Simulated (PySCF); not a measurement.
AlI2, SMILES [I][Al][I], multiplicity 2. Coordinates come from a PBE-D3(BJ)/def2-SVP optimisation. The multiplicity is an assumed one; other spin states were not compared. The isomer is the one that the SMILES or the coordinates give; other isomers of the formula were not compared. The def2 effective core potentials stand for the cores of I; spin–orbit coupling is left out.

Computed equilibrium geometry at PBE-D3(BJ)/def2-SVP (PySCF confirms it by a frequency run) as Cartesian coordinates in Å, and its point group:
point group C2v.
```xyz
3

Al     0.0000     0.0000     1.1087
I      0.0000    -2.1875    -0.1360
I      0.0000     2.1875    -0.1360
```
Charge 0, spin multiplicity 2.
